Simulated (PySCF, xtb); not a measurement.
AlClH5NO2Si, SMILES [OH][Al]([OH])[NH][SiH2]Cl. Other conformers were not sampled.

Harmonic wavenumbers (cm⁻¹) from GFN2-xTB (xtb) at its own minimum, in rising order: 18, 60, 74, 133, 193, 207, 265, 267, 274, 314, 355, 367, 493, 510, 581, 592, 718, 799, 826, 934, 968, 1085, 2204, 2243, 3420, 3787, 3800.

What does PySCF with PBE0-D3(BJ)/def2-SVP give at its own minimum? (An estimate is asked for; the answer gives what the named calculation found.)

26, 42, 102, 198, 229, 255, 278, 309, 333, 480, 515, 537, 573, 590, 672, 781, 855, 913, 938, 952, 971, 1135, 2248, 2262, 3608, 3995, 3998. Paired by order, the mean absolute difference is 87 cm⁻¹ and the zero-point energies are 36.4 and 39.7 kcal/mol.
